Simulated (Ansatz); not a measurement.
Start from `[CH2]1[SiH2][GeH2]1` and change one atom or group to get `Cl[SiH]1[CH2][GeH2]1`.

Ansatz, PBE0-D4/def2-TZVP geometries, multiplicity 1. 

Scalar relativity is left out up to krypton.

| property | `[CH2]1[SiH2][GeH2]1` |
| --- | --- |
| LUMO energy (PBE/def2-TZVPP) / eV | -1.10 |
| size of the dipole moment (B3LYP/def2-TZVPP) / D | 0.34 |
| HOMO energy (B3LYP/def2-TZVPP) / eV | -6.41 |
| HOMO–LUMO gap (ωB97M-V/def2-TZVPP) / eV | 10.03 |
| LUMO energy (ωB97M-V/def2-TZVPP) / eV | 1.43 |
| size of the dipole moment (PBE/def2-TZVPP) / D | 0.42 |

Q: Give the same properties after the change, and the shifts. (Estimate.)

A: Computed: 
```csv
property,`Cl[SiH]1[CH2][GeH2]1`,shift
LUMO energy (PBE/def2-TZVPP) / eV,-1.39,-0.29
size of the dipole moment (B3LYP/def2-TZVPP) / D,1.25,0.91
HOMO energy (B3LYP/def2-TZVPP) / eV,-6.57,-0.16
HOMO–LUMO gap (ωB97M-V/def2-TZVPP) / eV,10.06,0.03
LUMO energy (ωB97M-V/def2-TZVPP) / eV,1.31,-0.12
size of the dipole moment (PBE/def2-TZVPP) / D,1.25,0.83
```

With PBE0 the HOMO falls by 0.16 eV and the LUMO falls by 0.25 eV, so the gap narrows by about 0.09 eV. PBE moves the HOMO by -0.13 eV and ωB97M-V by -0.15 eV. Dipoles are sizes alone; their direction can turn.

B3LYP here is the variant with VWN-RPA as its local correlation; programs differ in this.
